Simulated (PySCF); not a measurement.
C₂H₄BNO. Atoms are numbered in the order given.

```xyz
9

B     -0.6165    -1.1859     0.0000
H     -1.8018    -1.4317     0.0000
C      0.4383    -2.3415     0.0000
H      0.2671    -2.9934    -0.8765
H      1.4865    -2.0090     0.0000
H      0.2671    -2.9934     0.8765
N     -0.2400     0.1804     0.0000
C     -0.0039     1.3557     0.0000
O      0.2421     2.5011     0.0000
```
Charge 0, spin multiplicity 1.

Coordinates come from a B3LYP-D3(BJ)/def2-SVP optimisation. Other conformers were not sampled.

These are PBE0/def2-TZVP in PySCF values and carry that method's errors.

Computed frontier levels, gap, dipole moment and polarisability:
| Quantity | Result |
|---|---|
| highest occupied level | -8.13 eV |
| lowest empty level | -1.48 eV |
| orbital gap | 6.65 eV |
| dipole moment | 1.92 D |
| quadrupole, principal values (traceless, Buckingham form, about the centre of nuclear charge) | -4.62, 1.01, 3.61 D·Å |
| mean static polarisability | 48.9 bohr³ (7.24 Å³) |
| polarisability, principal values | 31.9, 37.8, 76.8 bohr³ |
